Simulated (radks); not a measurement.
Spherical quantum dot in the effective-mass picture: electrons in a hard-walled sphere of radius 2.09, with a point charge +1 (a donor) at the centre, all in effective atomic units (hartree* = m*/eps^2 hartree, bohr* = eps/m* bohr), one dielectric constant everywhere. Calculated with a radial shooting solver with Libxc functionals: non-relativistic Kohn-Sham, r2SCAN, spin-polarised, spherical densities, generalised Kohn-Sham scheme. Levels are named by radial order and angular momentum (1s, 1p, 1d, 2s, ...), and open shells are averaged over m. Results are scaled to m* = 0.118 and eps = 15.8, for which hartree* = 12.86 meV and bohr* = 7.086 nm.

N = 3, configuration 1s2 1p(up 1, down 0). This is the lowest configuration that the search found. Occupied and some empty levels:

level,occupation,eigenvalue (meV),<r> (nm)
1s up,1,22.157,6.939
1s down,1,23.730,6.825
1p up,1,40.064,8.730
1p down,0,41.724,8.693
1d up,0,60.410,9.586
1d down,0,61.797,9.566
2s up,0,63.657,7.270
2s down,0,63.934,7.310
1f up,0,84.713,10.16
1f down,0,85.730,10.14

Energy (meV): total 43.9527, kinetic 60.382, external -45.804, Hartree 48.779, exchange-correlation -19.404.
